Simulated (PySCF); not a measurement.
Geometry:
| atom | x (Å) | y (Å) | z (Å) |
| --- | --- | --- | --- |
| C1 | -1.093 | -1.437 | 2.472 |
| C2 | -0.905 | -1.187 | 1.311 |
| Si3 | -0.604 | -0.754 | -0.468 |
| C4 | -2.319 | -0.533 | -1.266 |
| Si5 | 0.711 | 1.164 | -0.582 |
| Si6 | 2.789 | 1.028 | 0.417 |
| H7 | -1.262 | -1.662 | 3.486 |
| H8 | 0.023 | -1.957 | -1.052 |
| H9 | -2.227 | -0.309 | -2.325 |
| H10 | -2.859 | 0.289 | -0.803 |
| H11 | -2.932 | -1.424 | -1.167 |
| H12 | -0.043 | 2.295 | -0.010 |
| H13 | 0.853 | 1.548 | -1.999 |
| H14 | 3.585 | 2.252 | 0.299 |
| H15 | 2.677 | 0.739 | 1.848 |
| H16 | 3.599 | -0.043 | -0.171 |

Non-relativistic Hamiltonian, a single conformation, gas phase, fast rotation and ring inversion assumed for equivalent nuclei. Shielding tensors at PBE0/pcSseg-1 (GIAO); geometry: GFN2-xTB; PySCF 2.14.0 with density-fitted response routines.

Task: List the cross peaks expected in HSQC, COSY and HMBC spectra.

Result: 

HSQC (one-bond C–H):
```csv
δH,δC
2.00 (H7),105.7 (C1)
0.47 (H9/H10/H11),-1.5 (C4)
```

COSY cross peaks (H two or three bonds apart, from the bond graph; peaks can be absent where the dihedral angle is near 90°):
```csv
δH,δH
4.68 (H8),3.40 (H12)
4.68 (H8),3.29 (H13)
4.68 (H8),0.47 (H9/H10/H11)
3.54 (H14/H15/H16),3.40 (H12)
3.54 (H14/H15/H16),3.29 (H13)
3.40 (H12),3.29 (H13)
```

HMBC (two and three bonds, from the bond graph):
```csv
δH,δC
4.68 (H8),"105.7 (C1), 88.7 (C2), -1.5 (C4)"
3.40 (H12),"88.7 (C2), -1.5 (C4)"
3.29 (H13),"88.7 (C2), -1.5 (C4)"
2.00 (H7),88.7 (C2)
0.47 (H9/H10/H11),88.7 (C2)
```

δ = σ(ref) − σ, references computed at the same level: $^{1}$H, $^{13}$C vs TMS.

Shifts are as computed. Against solution values, carbons near 30 ppm lie about +3 ppm off and those near 130 ppm about +5 ppm. Of 1211 compounds with measured shifts, 218 miss one by over three times the rms of a fit or turn the order of signals round; such compounds aren't used in these exercises.
